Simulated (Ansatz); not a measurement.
The cluster Sn2Te3. Total charge 0; singlet. Geometry PBE0-D4/def2-SVP.

```csv
atom,x (Å),y (Å),z (Å)
Sn1,-1.7420,-1.3240,-0.8043
Sn2,-0.2605,0.1170,1.2078
Te3,1.2525,1.4674,2.7514
Te4,1.1132,-1.2650,-1.3083
Te5,-0.3633,1.0047,-1.8465
```

In the def2 sets Sn, Te take a core potential, while STO-3G treats all electrons; there is no spin–orbit coupling. Another isomer (singlet) lies 1.18 eV lower at PBE0-D4/def2-TZVP; other spin states weren't run for this one.

(1) Estimate the orbital energies around the gap (eV) in Ansatz with HF/STO-3G, PBE-D4/def2-SVP, r2SCAN-D4/def2-TZVP, PBE0-D4/def2-TZVP, r2SCAN0-D4/def2-TZVP.

Answers

(1) 
| orbital | HF/STO-3G | PBE-D4/def2-SVP | r2SCAN-D4/def2-TZVP | PBE0-D4/def2-TZVP | r2SCAN0-D4/def2-TZVP |
| --- | --- | --- | --- | --- | --- |
| HOMO−13 | -24.30 | -25.84 | -26.62 | -28.78 | -29.37 |
| HOMO−12 | -20.57 | -17.20 | -17.78 | -19.04 | -19.51 |
| HOMO−11 | -16.24 | -14.72 | -15.26 | -16.47 | -16.85 |
| HOMO−10 | -14.77 | -14.51 | -15.01 | -16.11 | -16.47 |
| HOMO−9 | -13.28 | -12.18 | -12.56 | -13.57 | -13.88 |
| HOMO−8 | -10.91 | -10.44 | -10.77 | -11.66 | -11.91 |
| HOMO−7 | -8.47 | -8.24 | -8.54 | -9.15 | -9.39 |
| HOMO−6 | -7.94 | -7.41 | -7.73 | -8.43 | -8.65 |
| HOMO−5 | -7.25 | -6.93 | -7.23 | -7.86 | -8.06 |
| HOMO−4 | -7.24 | -6.70 | -6.98 | -7.62 | -7.81 |
| HOMO−3 | -6.61 | -6.08 | -6.36 | -6.97 | -7.15 |
| HOMO−2 | -6.16 | -5.81 | -6.11 | -6.81 | -6.98 |
| HOMO−1 | -5.04 | -4.95 | -5.24 | -5.89 | -6.04 |
| HOMO | -4.98 | -4.91 | -5.21 | -5.85 | -6.00 |
| LUMO | 3.37 | -3.31 | -3.29 | -2.64 | -2.65 |
| LUMO+1 | 3.97 | -3.21 | -3.15 | -2.64 | -2.62 |
| LUMO+2 | 4.26 | -2.78 | -2.75 | -2.26 | -2.22 |
| LUMO+3 | 4.76 | -2.36 | -2.32 | -1.87 | -1.81 |
| LUMO+4 | 5.32 | -2.23 | -2.25 | -1.73 | -1.71 |
| LUMO+5 | 6.16 | -2.02 | -1.96 | -1.50 | -1.40 |
